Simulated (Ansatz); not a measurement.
Total energies of the cluster TaSi₇ from Ansatz at PBE-D4/def2-TZVP, gas phase (1 Eh = 27.2114 eV = 2625.5 kJ/mol). The reference geometry is relaxed at PBE-D4/def2-SVP.

```xyz
8

Ta    2.2479    1.4749   -0.4005
Si    1.2511    0.3440   -2.3597
Si   -0.7077   -1.1431    0.7127
Si   -2.9138   -1.3501    1.2616
Si    1.3551   -1.1550   -0.4957
Si   -0.1686    0.9552   -0.4269
Si   -2.4390    0.6140    0.1580
Si    1.3749    0.2601    1.5505
```

```csv
state,geometry,energy (Eh)
charge 0 doublet,reference,-2082.51855
charge 1 singlet,reference,-2082.28111
charge -1 triplet,reference,-2082.59437
charge 0 quartet,relaxed at PBE-D4/def2-SVP,-2082.50246
free Ta atom (quartet),–,-56.85725
free Si atom (triplet),–,-289.22285
```

In the def2 sets Ta takes a core potential; there is no spin–orbit coupling.

Task: Work out the vertical ionisation energy to the singlet.

Result: E(charge 1 singlet) − E(charge 0 doublet) = -2082.28111 − (-2082.51855) = 0.23744 Eh = 6.46 eV. For comparison, −ε of the highest occupied level of the spin that leaves is 4.49 eV at this level, 1.97 eV less.

Task: Work out the vertical electron affinity, to the triplet.

Result: E(charge 0 doublet) − E(charge -1 triplet) = -2082.51855 − (-2082.59437) = 0.07582 Eh = 2.06 eV. The basis lacks diffuse functions, which makes affinities too small.

Task: Give the fundamental gap IE − EA, the Mulliken electronegativity (IE + EA)/2 and the hardness (IE − EA)/2.

Result: From the values in Eh: IE − EA = 0.23744 − 0.07582 = 0.16162 Eh = 4.40 eV; (IE + EA)/2 = 4.26 eV; (IE − EA)/2 = 2.20 eV.

Task: Which of the charge 0 states is lowest, and how far above it are the others?

Result: The doublet. quartet: -2082.50246 − (-2082.51855) = 0.01609 Eh = 42.2 kJ/mol. The quartet differs in its bonds from the reference.

Task: What is the binding energy per atom against free atoms?

Result: Atoms: 1 × (-56.85725) + 7 × (-289.22285) = -2081.41720 Eh. Binding: -2081.41720 − (-2082.51855) = 1.10135 Eh = 29.97 eV, or 3.75 eV for each of 8 atoms (no zero-point energy, no counterpoise term).

A triplet lies near this restricted singlet, and broken spin symmetry wasn't tried.  

The structure comes from a short search, and lower isomers may exist.
